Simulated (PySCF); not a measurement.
CsK and its ions

PBE; PySCF, scalar-relativistic core potentials, basis sets Cs def2-SVPD with ECP46, K def2-SVPD. Neutral (UKS): singlet (closed shell), Re = 4.368 Å, ωe = 64.8 cm⁻¹, De = 0.54 eV, HOMO -2.43 eV, LUMO -1.58 eV.

CsK⁺ (UKS): doublet (σ ↑), Re = 5.024 Å, ωe = 45.0 cm⁻¹, De = 0.60 eV to Cs⁺ + K. The energies at the minima are -619.77989 hartree for CsK and -619.63602 for CsK⁺.

(1) Work out the adiabatic ionisation energy, without and with harmonic zero-point energies (1 hartree = 27.2114 eV, 1 eV = 8065.5 cm⁻¹), and the change of the bond length.

CsK⁻ (UKS): doublet (σ ↑), Re = 4.860 Å, ωe = 41.7 cm⁻¹, De = 0.57 eV to Cs + K⁻. The energies at the minima are -619.77989 hartree for CsK and -619.79956 for CsK⁻.

(2) Work out the adiabatic electron affinity, without and with harmonic zero-point energies (1 hartree = 27.2114 eV, 1 eV = 8065.5 cm⁻¹), and the change of the bond length.

Closed-shell solutions of metal pairs were not tested for spin polarisation, which can lower them a little. Spin–orbit coupling is left out. For an ion De counts to the pair picked by the measured ionisation energies or electron affinities, which need not be the lowest pair at this level. The highest Kohn–Sham level is positive in this anion. Much of that is self-interaction error, but it also means that the finite basis helps to hold the extra electron. States were picked by a PBE0 search and need not be the measured ground states.

## Answers

(1) At PBE: 0.14387 hartree = 3.915 eV between the minima; the zero-point term (45.0 − 64.8)/2 cm⁻¹ = -0.001 eV makes it 3.914 eV. Re changes by +65.6 pm against the neutral. Minus the HOMO energy is 2.43 eV, -1.48 eV from the value between the minima; self-interaction puts the Kohn–Sham level too high, less so with exact exchange. The electron leaves a σ orbital, and the longer bond of the ion fits a bonding orbital, or a change in how ionic the bond is.

(2) At PBE: 0.01967 hartree = 0.535 eV between the minima; the zero-point term (64.8 − 41.7)/2 cm⁻¹ = +0.001 eV makes it 0.537 eV. Re changes by +49.2 pm against the neutral. The electron enters a σ orbital; the charge polarises the partner, so the anion is bound more strongly.
